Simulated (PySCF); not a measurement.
B3LYP has the VWN-RPA correlation part, as in Gaussian. Delta-SCF ions had no search for a lower state. Excitations are Tamm–Dancoff values on a coarser integration grid. The basis has no diffuse functions, so Rydberg states are missing or too high.

**BI3, SMILES `IB(I)I` (charge 0, multiplicity 1)**

All values below come from B3LYP-D3(BJ)/def2-TZVP in PySCF 2.14.0.

```json
{
 "HOMO": "-7.14 eV",
 "dipole_moment": "0.000 e·Å",
 "HOMO–LUMO gap": "4.50 eV",
 "LUMO": "-2.64 eV",
 "S1 excitation (TDA)": "3.46 eV",
 "S1 oscillator strength": "0.000",
 "brightest of the four lowest singlets (TDA)": "4.58 eV",
 "T1 excitation (TDA)": "3.33 eV",
 "S1–T1 gap (TDA)": "0.14 eV",
 "vertical ionisation energy (Delta-SCF)": "9.06 eV",
 "total_energy": "-918.3567 Ha",
 "cost": "about 90 core-seconds (a rough figure)"
}
```

Bonded distances (Å): I1–B2 2.125, B2–I3 2.125, B2–I4 2.125. Bond angles (°): I1–B2–I3 119.9, I1–B2–I4 120.0, I3–B2–I4 120.0.
Charge 0, spin multiplicity 1.
